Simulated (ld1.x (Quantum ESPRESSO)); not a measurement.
# Plane-wave convergence, TM potential for Mo (Z = 42)

ld1.x (Quantum ESPRESSO) 7.5 input, shortened:

```
&input
   title='Mo', zed=42., rel=1, dft='PBESOL', iswitch=3,
   config='[Kr] 4d4 4f-2 5s2 5p0'
 /
 &inputp
   pseudotype=2, tm=.true., lloc=2,
   nlcc=.true., rcore=1.10
 /
4
5S  1  0   2.00   0.00  2.30  2.30  0.0
5P  2  1   0.00   0.00  3.30  3.30  0.0
4F  4  3  -2.00   0.40  3.00  3.00  0.0
4D  3  2   4.00   0.00  2.20  2.20  0.0
 &test
   configts(1)='4d4 5s2 5p0'
 /
```

The pseudo-atom Hamiltonian at the reference potential is diagonalised in spherical Bessel functions j_l(qr) that vanish at 20 bohr, with q² up to the cutoff. All-electron valence levels (Ry): 5s -0.3612, 5p -0.1040, 4d -0.4162.

**Question.** How do the lowest levels (Ry) of each channel move with the cutoff, and are there ghosts?

**Answer.**

| cutoff (Ry) | s #1 | s #2 | p #1 | p #2 | p #3 | f #1 | f #2 | d #1 | d #2 | Σ f·Δε (mRy) |
| --- | --- | --- | --- | --- | --- | --- | --- | --- | --- | --- |
| 8 | -2.2657 | -0.3497 | -0.1040 | 0.0469 | 0.1668 | 0.1075 | 0.2269 | -0.0459 | 0.0682 | 1504.2 |
| 12 | -3.6052 | -0.3589 | -0.2227 | -0.1039 | 0.0471 | 0.1075 | 0.2268 | -0.1752 | 0.0607 | 968.6 |
| 18 | -4.1837 | -0.3603 | -0.9123 | -0.1040 | 0.0470 | 0.1075 | 0.2268 | -0.3296 | 0.0574 | 348.0 |
| 30 | -4.2677 | -0.3610 | -1.1702 | -0.1040 | 0.0469 | 0.1075 | 0.2268 | -0.4097 | 0.0562 | 26.4 |
| 40 | -4.2688 | -0.3610 | -1.1810 | -0.1040 | 0.0469 | 0.1075 | 0.2268 | -0.4161 | 0.0562 | 0.8 |
| 50 | -4.2689 | -0.3611 | -1.1812 | -0.1040 | 0.0469 | 0.1075 | 0.2268 | -0.4162 | 0.0562 | 0.3 |
| 400 | -4.2697 | -0.3612 | -1.1818 | -0.1040 | 0.0469 | 0.1075 | 0.2268 | -0.4162 | 0.0562 | 0.0 |

Result: ghost states, extra bound levels that the all-electron valence spectrum of the same l lacks: s at -58.1 eV, p at -16.1 eV (a true bound ghost makes a file unfit for plane-wave use); 10 mRy is reached at 35 Ry and 1 mRy at 40 Ry.

Its largest configuration-test error is -784 meV.
